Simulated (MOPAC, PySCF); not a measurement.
H2FIn, SMILES `[F][InH2]`, neutral singlet in the gas phase. 

Cartesian coordinates (Å):
SMILES: [F][InH2]
```xyz
4

F      1.7172    -0.4469    -0.0042
In    -0.1954     0.0509     0.0005
H     -0.3570     1.7500    -0.0015
H     -1.1648    -1.3540     0.0052
```
Charge 0, multiplicity 1.

All levels are single points at this geometry (B3LYP-D3(BJ)/def2-TZVP); Pople sets use spherical d functions. Orbital energies aren't observables, and empty levels follow the basis.

PM3 in MOPAC gives HOMO (eV) = -12.45.

Problem. Estimate the HOMO (eV) from each of these levels: B3LYP-D3(BJ)/def2-TZVP in PySCF; B3LYP/6-31G* (LANL2DZ on In) in PySCF; PBE/6-31G* (LANL2DZ on In) in PySCF; HF/6-31G* (LANL2DZ on In) in PySCF; PM7 in MOPAC.

Solution. 
```json
[
 {"level": "B3LYP-D3(BJ)/def2-TZVP in PySCF", "HOMO (eV)": "-8.56"},
 {"level": "B3LYP/6-31G* (LANL2DZ on In) in PySCF", "HOMO (eV)": "-8.18"},
 {"level": "PBE/6-31G* (LANL2DZ on In) in PySCF", "HOMO (eV)": "-6.74"},
 {"level": "HF/6-31G* (LANL2DZ on In) in PySCF", "HOMO (eV)": "-11.98"},
 {"level": "PM7 in MOPAC", "HOMO (eV)": "-11.75"}
]
```
